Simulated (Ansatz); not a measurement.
Calculated with Ansatz (gas phase, PBE0-D4/def2-TZVP geometries, no zero-point term in ΔE). CCSD(T)/CBS is the MP2 limit (def2-TZVPP, def2-QZVPP) plus CCSD(T) − MP2 in def2-TZVPP, frozen cores. For Ge outer-core shells are correlated without core-valence functions, which leaves a few kJ/mol of doubt a bond. Scalar relativity is left out up to krypton. One conformer a species, not always the lowest.

Reaction (formal exchange of groups at a Ge–C bond): `O=[C](O)[GeH3]` + `C=C(C)[SiH3]` → `[SiH3][GeH3]` + methacrylic acid

```json
{"species": "`O=[C](O)[GeH3]`", "MP2/def2-QZVPP energy (Eh)": "-2266.61891"}
{"species": "`C=C(C)[SiH3]`", "MP2/def2-QZVPP energy (Eh)": "-407.91316"}
{"species": "`[SiH3][GeH3]`", "MP2/def2-QZVPP energy (Eh)": "-2368.51858"}
{"species": "`C=C(C)C(=O)O`", "MP2/def2-QZVPP energy (Eh)": "-306.02746"}
```

(1) Work out ΔE.

Largest T1 diagnostic among the species: 0.015.

## Answers

(1) ΔE = (-2368.51858) + (-306.02746) − (-2266.61891) − (-407.91316) = -0.01397 Eh = -8.8 kcal/mol. CCSD(T)/CBS gives -9.8 kcal/mol.

From PBE to PBE0 (25 % exact exchange), in def2-TZVPP and without D4, ΔE moves by −1.0 kcal/mol. At CCSD(T), def2-SVP lies −3.3 kcal/mol from the extrapolated value and def2-TZVPP +0.1 kcal/mol. Leaving LDA and LC-ωPBE aside and taking each functional with its dispersion term where it has one, the values, not all of them listed here, spread over 3.8 kcal/mol, from B97M-V to BLYP-D4. LDA lies −2.6 kcal/mol from PBE without D4.
